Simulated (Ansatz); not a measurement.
The same path of CH6Ge (8 atoms, charge 0, multiplicity 1) was run twice with different band settings. Lost on the way: Ge1–H2, Ge1–C3. Made: H2–C3.

Level of theory: RKS PBE-D4/def2-SVP in Ansatz 0.2.0.

Relaxed end points:

```xyz
8
Properties=species:S:1:pos:R:3
Ge 0.176 -0.028 0.360
H -0.265 -0.302 1.824
C 2.139 0.032 0.238
H 2.573 -0.934 0.560
H 2.454 0.231 -0.805
H 2.539 0.834 0.888
H -0.437 1.323 -0.096
H -0.389 -1.157 -0.545
```

```xyz
8
Properties=species:S:1:pos:R:3
Ge -0.803 -0.021 0.461
H 1.189 -0.125 1.246
C 2.122 -0.023 0.621
H 2.609 -1.014 0.604
H 1.910 0.317 -0.407
H 2.747 0.724 1.144
H -0.522 1.217 -0.533
H -0.462 -1.073 -0.712
```

Common settings: movable images 7; climbing image yes; spring 5.0 eV/Å²; optimiser quadratic models (default); start path through a guess of the saddle point; iteration limit 60; end points relaxed.

| run | force threshold |
| --- | --- |
| 1 | 0.05 eV/Å |
| 2 | 0.2 eV/Å |

Problem. What does each run give, and how far can it be trusted?

Solution. Run 1: converged after 16 iterations, highest image 2.386 eV above the first end. A vibrational analysis at the climbing image gives one clearly imaginary mode, 1064i cm⁻¹: a first-order saddle point.
Run 2: converged after 6 iterations, highest image 2.403 eV above the first end. The threshold of 0.2 eV/Å is loose, so the images may lie well off the minimum-energy path. The order of the stationary point at the top wasn't checked.
The orbitals stay closed-shell, which can raise the energy where a bond breaks towards radicals; this wasn't checked here.
